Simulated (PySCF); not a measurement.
Species: BrGaH₂.
Cartesian coordinates in Å at the PBE0-D3(BJ)/def2-SVP level; atoms count from 1:
```xyz
4
BrGaH2 angstrom
Ga    -0.2048    0.0270    0.0692
Br     2.0069   -0.4188   -0.3585
H     -0.4811    1.3254    0.8870
H     -1.2173   -1.0146   -0.4975
```

Theory: PySCF 2.14.0, density-fitted response routines, TDDFT CAM-B3LYP/def2-SVPD, vertical, gas phase, core orbitals frozen in the response. Relativistic effects, spin–orbit coupling among them, are left out although an element past zinc is present.

Transition dipole moments from the ground state, in atomic units and in the frame of the coordinates above (overall signs are arbitrary), for the states with f of 0.002 or more among the lowest 10:

```csv
state,E (hartree),μx,μy,μz
S2,0.2168,0.532,-0.108,-0.101
S3,0.2282,0.009,-0.107,0.177
S5,0.2401,-0.153,-0.485,-0.287
S6,0.2559,0.026,-0.241,0.393
S9,0.2959,-0.038,0.336,-0.548
S10,0.3067,1.642,-0.326,-0.314
```

(1) Work out the oscillator strengths.

(2) The point group is C2v. Which irreducible representation does each state belong to?

(3) All atoms lie in one plane. Which transitions are polarised in it and which across it?

(4) What angle do the transition dipoles of S2 and S10 make?

(5) What peak molar absorption coefficient would the strongest computed level give as a lone Gaussian band 0.4 eV wide at half height?

Results:

(1) f = (2/3) ΔE |μ|² with ΔE in hartree (27.2114 eV).

```tsv
state	|μ|² (au)	|μ| (D)	f
S2	0.304	1.40	0.044
S3	0.043	0.53	0.007
S5	0.341	1.48	0.055
S6	0.213	1.17	0.036
S9	0.415	1.64	0.082
S10	2.900	4.33	0.593
```

(2) From a totally symmetric ground state, an allowed state transforms like the component of the dipole operator along its μ. Polarised along the twofold axis, so A1: S2 and S10. Polarised across the twofold axis, so B1 or B2: S3, S5, S6 and S9. Which of B1 and B2 hangs on the choice of axes; S3, S6 and S9 take one label and S5 the other.

(3) In the plane: S2, S5 and S10. Perpendicular: S3, S6 and S9. 

(4) |cos θ| = |μa·μb| / (|μa| |μb|) = 1.00, so θ ≈ 0° (taken between 0 and 90°, since the signs are arbitrary).

(5) ε(max) = 2.175×10⁸ f / FWHM, with the width in cm⁻¹. S10: 2.175×10⁸ × 0.5929 / 3226 ≈ 40000 L mol⁻¹ cm⁻¹.

All these states lie below the vertical ionisation energy of 10.53 eV (ΔSCF).
